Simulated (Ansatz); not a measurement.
Reaction (formal exchange of groups at the Al–O bond): `[CH3][Al]([OH])[O][SiH3]` + `CCC(=N)N` → `[CH3][Al]([OH])[C](=N)N` + `CCO[SiH3]`

Isolated molecules relaxed with PBE0-D4/def2-TZVP in Ansatz; ΔE leaves out vibrations. CBS: MP2 limit from def2 TZ/QZ plus the TZ coupled-cluster correction, frozen cores. Each species was taken in one conformer, which may not be the lowest.

```json
{"species": "`[CH3][Al]([OH])[O][SiH3]`", "HF/CBS(def2) energy (Eh)": "-722.83956"}
{"species": "`CCC(=N)N`", "HF/CBS(def2) energy (Eh)": "-227.26447"}
{"species": "`[CH3][Al]([OH])[C](=N)N`", "HF/CBS(def2) energy (Eh)": "-505.69558"}
{"species": "`CCO[SiH3]`", "HF/CBS(def2) energy (Eh)": "-444.31637"}
```

Work out ΔE.

ΔE = (-505.69558) + (-444.31637) − (-722.83956) − (-227.26447) = 0.09208 Eh = +57.8 kcal/mol. CCSD(T)/CBS gives +54.4 kcal/mol.

Largest T1 diagnostic among the species: 0.014.

From PBE to PBE0 (25 % exact exchange), in def2-TZVPP and without D4, ΔE moves by +3.1 kcal/mol. In def2-TZVPP, CCSD(T) changes the Hartree–Fock value by −3.0 kcal/mol (the triples alone add −1.0 kcal/mol) and MP2 by −1.2 kcal/mol.
